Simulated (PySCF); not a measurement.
Precursor series Zr NH2-H. Gas-phase values, no solvent. One relaxed conformer stands for each flexible species; it need not be the lowest. In the def2 sets, heavy atoms carry core potentials. All members: neutral, multiplicity 1. Level: TPSSh-D3(BJ)/def2-TZVP // BP86-D3(BJ)/def2-SVP (PySCF), beside PBE-D3(BJ)/def2-TZVP // BP86-D3(BJ)/def2-SVP (PySCF) at the same geometries.  Orbital energies are measured against the vacuum level.

```csv
species,"LUMO, PBE (eV)","LUMO, TPSSh-D3(BJ) (eV)"
[Zr(H)4],-3.52,-2.90
[Zr(NH2)(H)3],-2.95,-2.36
[Zr(NH2)2(H)2],-2.20,withheld
[Zr(NH2)3(H)],-0.92,-0.42
[Zr(NH2)4],-0.85,-0.36
```

### Question
Fit y = a + b·x, y being the LUMO at the first level, to the 4 complete rows by least squares, with x = the PBE value in eV. Give a, b and the rms residual, and predict the withheld value.

### Answer
Means of the 4 rows: x̄ = -2.06, ȳ = -1.51 eV. Σ(x − x̄)² = 5.6874 and Σ(x − x̄)(y − ȳ) = 5.42, so b = 0.953 and a = ȳ − b·x̄ = 0.453 eV. The rms residual is 0.003 eV. At x = -2.2 the line gives -1.64 eV. The run for [Zr(NH2)2(H)2] gave -1.66 eV, so the line is off by 0.02 eV, more than twice the rms residual.

Codes: PySCF.
